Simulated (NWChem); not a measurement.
Everything below was run with NWChem. System: BiCl$_{3}$, charge -1, spin multiplicity 2, at the geometry of a parent with another charge or spin, in a state set for the comparison that need not be this species' ground state. Its SCF solution wasn't tested for a lower state. Level: UB2PLYP/def2-SVPD with def2 effective core potentials on Bi, 19 core orbitals frozen.

Job file:

```
start mol
memory heap 200 mb stack 900 mb global 1100 mb
charge -1
geometry units angstroms nocenter noautoz
  Bi     0.002103     0.446832     0.000000
  Cl    -1.083613    -0.722116     1.870969
  Cl    -1.083613    -0.722116    -1.870969
  Cl     2.156961    -0.737359     0.000000
  symmetry group Cs
end
basis spherical
  * library def2-svpd
end
ecp
  Bi library def2-ecp
end
dft
  xc hfexch 0.53 becke88 0.47 lyp 0.73 mp2 0.27
  dftmp2
  odft
  mult 2
  semidirect memsize 60000000 filesize 0
  iterations 100
end
mp2
  freeze core 19
end
task dft energy
```

Part of the output:

```
             Northwest Computational Chemistry Package (NWChem) 7.3.0
             --------------------------------------------------------

                                NWChem Input Module
                                -------------------

 Scaling coordinates for geometry "geometry" by  1.889725989
 (inverse scale =  0.529177249)

 Turning off AUTOSYM since
 SYMMETRY directive was detected!

                             Geometry "geometry" -> ""
                             -------------------------

 Output coordinates in angstroms (scale by  1.889725989 to convert to a.u.)

  No.       Tag          Charge          X              Y              Z
 ---- ---------------- ---------- -------------- -------------- --------------
    1 Bi                  83.0000     0.00210300     0.44683200     0.00000000
    2 Cl                  17.0000    -1.08361300    -0.72211600     1.87096900
    3 Cl                  17.0000    -1.08361300    -0.72211600    -1.87096900
    4 Cl                  17.0000     2.15696100    -0.73735900     0.00000000

 Effective nuclear repulsion energy (a.u.)    1033.6229883785

            Nuclear Dipole moment (a.u.)
            ----------------------------
        X                 Y               Z
 ---------------- ---------------- ----------------
     0.0000831479     0.0000170075     0.0000000000

      Symmetry information
      --------------------

 Group name             Cs
 Group number              2
 Group order               2
 No. of unique centers     3

      Symmetry unique atoms

     1    2    4


 Summary of "ao basis" -> "" (spherical)
 ------------------------------------------------------------------------------
       Tag                 Description            Shells   Functions and Types
 ---------------- ------------------------------  ------  ---------------------
 *                         def2-svpd                  on all atoms

 Summary of "ao basis" -> "ao basis" (spherical)
 ------------------------------------------------------------------------------
       Tag                 Description            Shells   Functions and Types
[...]
     2   0 2 0    -59.596077    -90.678560    -81.635933    112.718416
     2   0 1 1     -0.000000     -0.000000     -0.000000      0.000000
     2   0 0 2    -65.678597   -248.332063   -242.366931    425.020396

                   NWChem MP2 Semi-direct Energy/Gradient Module
                   ---------------------------------------------

  Basis functions       =    113
  Molecular orbitals    =    113
  Frozen core           =     19
  Frozen virtuals       =      0
  Active alpha occupied =     19
  Active beta occupied  =     18
  Active alpha virtual  =     75
  Active beta virtual   =     76
  Use MO symmetry       = T
  Use skeleton AO sym   = T

  AO/Fock/Back tols     =   1.0D-09  1.0D-09  1.0D-09

 GA uses MA = F    GA memory limited = T

 Available:
  local mem=  4.43D+07
 global mem=  1.44D+08
 local disk=  0.00D+00
  mp2_memr nvloc                    75
  nvloc new                    75
   1 passes of  19:        3145728                      62386                  29426211.
   1 passes of  19: M     44316716           G      144153662           F      41170988.

 Semi-direct pass number   1 of   1  for UHF alpha       at       19.7s
  vrange nnbf                  6069
  mp2_eaftype                   112  avail_ma_in_mb                   386
 EAF : mp2_eaftype filesize         112   14713106.
  mp2_eaf for mointskh                    112
Node 0 wrote     69.2 Mb in      0.1 s     Agg I/O rate:   756.4 Mb/s
 Done moints_semi at       27.6s
  mp2_eaftype                   112  avail_ma_in_mb                   386
 EAF : mp2_eaftype filesize         112   14713106.
  mp2_eaf for kh                   112
 Done maket at       28.2s
 Done multipass loop at       28.2s

 GA uses MA = F    GA memory limited = T

 Available:
  local mem=  4.43D+07
 global mem=  1.44D+08
 local disk=  0.00D+00
  mp2_memr nvloc                    76
  nvloc new                    76
   1 passes of  18:        3145728                      60932                  28250039.
   1 passes of  18: M     44316716           G      144153662           F      41170988.

 Semi-direct pass number   1 of   1  for UHF beta        at       28.2s
  vrange nnbf                  6069
  mp2_eaftype                   107  avail_ma_in_mb                   386
 EAF : mp2_eaftype filesize         107   14125020.
  mp2_eaf for mointskh                    107
Node 0 wrote     66.4 Mb in      0.1 s     Agg I/O rate:   584.3 Mb/s
 Done moints_semi at       36.6s
  mp2_eaftype                   107  avail_ma_in_mb                   386
 EAF : mp2_eaftype filesize         107   14125020.
  mp2_eaf for kh                   107
 Done maket at       37.0s
 Done multipass loop at       37.0s

          -------------------------------------------
          DFT energy                   -1594.043470263105
          Unscaled MP2 energy             -0.700358677173
          Total DFT+MP2 energy         -1594.232567105941
          -------------------------------------------

 -----------------------
 Performance information
 -----------------------

 Timer overhead =  1.41D-07 seconds/call

               Nr. of calls         CPU time (s)                 Wall time (s)                GFlops
             ---------------    -------------------     ------------------------------   -------------------
Name         Min   Avg   Max    Min     Avg     Max     Min     Avg     Max   Mx/calls   Min     Max     Sum
mp2: moin     2     2     2    16.     16.     16.      16.     16.     16.     8.1      0.0     0.0     0.0
mp2: make     2     2     2    1.0     1.0     1.0      1.0     1.0     1.0    0.52      0.0     0.0     0.0
mp2: tota     1     1     1    17.     17.     17.      17.     17.     17.     17.      0.0     0.0     0.0

 The average no. of pstat calls per process was 5.00D+00
 with a timing overhead of 7.07D-07s

 Task  times  cpu:       37.0s     wall:       37.0s

 Total times  cpu:       37.1s     wall:       37.1s
```
